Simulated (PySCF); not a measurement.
# Löwdin shares of the frontier orbitals

Species: C₆H₁₃BO₂.
Atom-mapped SMILES: `[CH3:1][O:2][B:3]([CH:4]=[C:5]([CH3:6])[CH3:7])[O:8][CH3:9]` (hydrogens: H10, H11, H12 on C1; H13 on C4; H14, H15, H16 on C6; H17, H18, H19 on C7; H20, H21, H22 on C9)

Geometry (PBE0-D3(BJ)/def2-SVP, Å), atoms numbered from 1 in this order:
```xyz
22
C6H13BO2 angstrom
C     -2.4412    1.9019   -0.1087
O     -1.1430    1.3687   -0.0918
B     -0.9350    0.0429    0.1575
C      0.4945   -0.5768    0.1761
C      1.6752   -0.0158   -0.1681
C      2.9580   -0.7891   -0.0775
C      1.8317    1.3900   -0.6622
O     -2.0578   -0.7029    0.3957
C     -2.0465   -2.0796    0.6376
H     -3.0819    1.3929   -0.8471
H     -2.9301    1.8101    0.8751
H     -2.3706    2.9672   -0.3715
H      0.5668   -1.6198    0.5113
H      2.8018   -1.8138    0.2872
H      3.4532   -0.8400   -1.0623
H      3.6698   -0.2832    0.5975
H      2.4893    1.9574    0.0189
H      0.8718    1.9108   -0.7418
H      2.3337    1.3931   -1.6448
H     -1.5256   -2.6387   -0.1581
H     -1.5657   -2.3243    1.6006
H     -3.0874   -2.4338    0.6788
```

Level of theory: TDDFT wB97X-D/def2-SVPD, vertical, gas phase, core orbitals frozen in the response (PySCF 2.14.0, density-fitted response routines).

Frontier orbitals with the atoms that hold most of them (Löwdin shares over 4%, at most four atoms; ? is withheld):

```
orbital  ε (eV)                           atoms
 HOMO-3  -10.94  O2 39%, C1 11%, O8 11%, H12 6%
 HOMO-2  -10.28  O8 22%, C4 14%, O2 11%, B3 11%
 HOMO-1  -10.04    O2 34%, O8 31%, C9 8%, C1 8%
   HOMO       ?                               ?
   LUMO    1.28                               ?
 LUMO+1    1.92     B3 45%, C9 7%, C6 6%, C1 4%
 LUMO+2    2.65  C6 18%, C1 14%, H14 7%, H10 5%
```

Problem. Give the leading atoms of the LUMO.

Solution. C5 (bonded to 3 C) 28%; C4 (bonded to B, C and H) 20%; B3 (bonded to C and 2 O) 15%; O8 (bonded to B and C) 8%. By element: carbon 47% or more, boron 15%, oxygen 8% or more.

Problem. Give the leading atoms of the HOMO.

Solution. C4 (bonded to B, C and H) 36%; C5 (bonded to 3 C) 29%; C6 (bonded to C and 3 H) 6%; C7 (bonded to C and 3 H) 5%.

Problem. What is the HOMO energy, and the HOMO–LUMO gap?

Solution. ε(HOMO) = -8.83 eV; the gap is 10.11 eV (0.3716 hartree).

Problem. The HOMO–LUMO gap is 10.11 eV. Where does the response calculation put the lowest singlet, and from which orbitals?

Solution. S1 is at 6.15 eV (f = 0.537), 3.97 eV below the gap, made of HOMO→LUMO (97%). 

Problem. Give energy, strength and leading configuration of S1, S2, S3 and S4, and follow the Löwdin shares of the leading atoms from the occupied to the empty orbital.

Solution. 
- S1 (6.15 eV, f 0.537), HOMO→LUMO (97%): C4 36% → 20%, C5 29% → 28%
- S2 (6.65 eV, f 0.0009), HOMO-2→LUMO (86%): O8 22% → 8%, C4 14% → 20%, C5 at most 11% → 28%
- S3 (6.90 eV, f 0.013), HOMO→LUMO+1 (81%): C4 36% → at most 5%, C5 29% → at most 5%, B3 at most 6% → 45%, C9 at most 6% → 7%
- S4 (7.25 eV, f 0.087), HOMO-1→LUMO (94%): O2 34% → at most 8%, O8 31% → 8%, C5 at most 8% → 28%, C4 at most 8% → 20%

Löwdin shares depend on the basis, the more so with diffuse functions.

Hardware: one thread of an Intel Xeon at 2.50 GHz, no GPU (shared host). Cost: 9.1 min, 1.4 GiB resident at most.

One conformer stands for the species.
